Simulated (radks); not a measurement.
Q: Species: Ta II. Configuration: [Xe] 4f14 5d3 6s1 (the NIST ground configuration). Calculated with a radial shooting solver on a logarithmic mesh with Libxc functionals: Dirac Kohn-Sham, PBEsol, spin-unpolarised, spherical densities, finite nucleus; open shells fill j = l - 1/2 first; Fermi nuclear charge, rms radius 5.3507 fm. Some entries of the table are withheld. Estimate them.

orbital,occ.,eigenvalue (eV),r(max) (bohr)
1s1/2,2,-67235.86,0.01168
2s1/2,2,-11550.77,0.06707
2p1/2,2,-11042.61,0.04993
2p3/2,4,-9773.204,0.05666
3s1/2,2,-2650.959,0.1890
3p1/2,2,(1),0.1770
3p3/2,4,(2),0.1909
3d3/2,4,-1767.568,0.1497
3d5/2,6,-1708.029,0.1535
4s1/2,2,-545.5279,0.4294
4p1/2,2,-452.0878,0.4294
4p3/2,4,-389.0828,0.4588
4d3/2,4,-235.2795,0.4564
4d5/2,6,-223.7036,0.4657
5s1/2,2,-79.6686,0.9896
5p1/2,2,-52.6049,1.066
5p3/2,4,-43.8523,1.152
4f5/2,6,-32.5737,0.4384
4f7/2,8,-30.5912,0.4436
6s1/2,1,-11.5467,2.674
5d3/2,3,-10.7053,1.548
5d5/2,0,-10.0732,1.600
6p1/2,0,-7.0469,(3)
6p3/2,0,-6.3240,(4)

A: 
(1) 3p1/2 eigenvalue (eV): -2424.460
(2) 3p3/2 eigenvalue (eV): -2151.222
(3) 6p1/2 r(max) (bohr): 3.273
(4) 6p3/2 r(max) (bohr): 3.542
